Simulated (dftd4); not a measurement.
AsF2 (SMILES F[As]F), doublet, at a GFN2-xTB geometry; D4 for tpss in dftd4 4.2.0.

Here is a job for dftd4.
```
$ dftd4 mol.xyz --func tpss --charge 0 --json dftd4.json --noedisp

# file mol.xyz
3

F     -1.22363536    -0.84799539     0.05148653
As    -0.02211217     0.42725140    -0.01934179
F      1.30471333    -0.71859307     0.01943336
```

Output, abridged:

```
                    ____  _____ _____     ____  _  _
      -------------|  _ \|  ___|_   _|---|  _ \| || |------------
     |             | | | | |_    | | ___ | | | | || |_           |
     |             | |_| |  _|   | ||___|| |_| |__   _|          |
     |             |____/|_|     |_|     |____/   |_|            |
     |             ===================================           |
     |            E. Caldeweyher, S. Ehlert & S. Grimme          |
     |          Mulliken Center for Theoretical Chemistry        |
     |                    University of Bonn                     |
      -----------------------------------------------------------

Rational (Becke-Johnson) damping: tpss-D4-ATM
---------------------
  s6         1.0000
  s8         1.7660
  s9         1.0000
  a1         0.4282
  a2         4.5426
 alp        16.0000
--------------------

Dispersion energy:      -1.8901626491058E-03 Eh

[Info] JSON dump of results written to 'dftd4.json'
```
